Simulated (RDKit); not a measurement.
Relaxed torsion scan: SMILES O[SiH2]S. Scanned: dihedral H4–O1–Si2–S3 and dihedral O1–Si2–S3–H7; all other coordinates were relaxed at GFN2-xTB. Points at φ and −φ are mirror images.

Atom numbering (GFN2-xTB optimised geometry, Å):
```
7

O     -1.5465    -0.5231    -0.2490
Si    -0.2437     0.4096    -0.0642
S      1.4709    -0.8953     0.0459
H     -1.5999    -1.4112     0.0954
H     -0.2806     1.1543     1.1869
H     -0.1707     1.2157    -1.2669
H      2.3704     0.0500     0.2518
```

Method: MMFF94 // GFN2-xTB (RDKit).

Energy in kJ/mol above the lowest grid point; x is the dihedral H4–O1–Si2–S3 (°), y the dihedral O1–Si2–S3–H7 (°).

```csv
y \ x,-150,-120,-90,-60,-30,0,30,60,90,120,150,180
180,10.9,8.7,8.1,6.1,2.2,0.0,2.2,6.1,8.1,8.7,10.9,12.4
150,11.9,11.0,11.2,9.2,4.9,2.0,3.5,7.1,9.0,9.5,11.5,13.0
120,12.9,13.8,15.0,12.9,8.3,5.2,6.3,9.8,11.5,11.1,11.8,13.0
90,10.9,12.8,15.0,13.4,9.1,6.1,6.9,10.0,11.3,10.1,9.8,10.5
60,7.9,9.5,12.3,12.3,9.5,6.9,7.1,9.0,9.4,7.7,7.2,7.7
30,7.1,8.0,11.2,12.9,12.1,10.6,10.1,10.4,9.3,7.0,6.7,7.4
0,7.3,7.7,10.7,12.9,13.2,13.3,13.2,12.9,10.7,7.7,7.3,7.9
-30,6.7,7.0,9.3,10.4,10.1,10.6,12.1,12.9,11.2,8.0,7.1,7.4
-60,7.2,7.7,9.4,9.0,7.1,6.9,9.5,12.3,12.3,9.5,7.9,7.7
-90,9.8,10.1,11.3,10.0,6.9,6.1,9.1,13.4,15.0,12.8,10.9,10.5
-120,11.8,11.1,11.5,9.8,6.3,5.2,8.3,12.9,15.0,13.8,12.9,13.0
-150,11.5,9.5,9.0,7.1,3.5,2.0,4.9,9.2,11.2,11.0,11.9,13.0
```

Points that lie below all their neighbours on the grid: x = 0, y = 180 (0.0 kJ/mol); x = -150, y = -30 (6.7 kJ/mol); x = 150, y = 30 (6.7 kJ/mol); x = -150, y = 30 (7.1 kJ/mol); x = 150, y = -30 (7.1 kJ/mol). The lowest path on the grid from the first to the second passes x = -90, y = -30 at 9.3 kJ/mol.

MMFF94 has few fitted parameters for silicon.
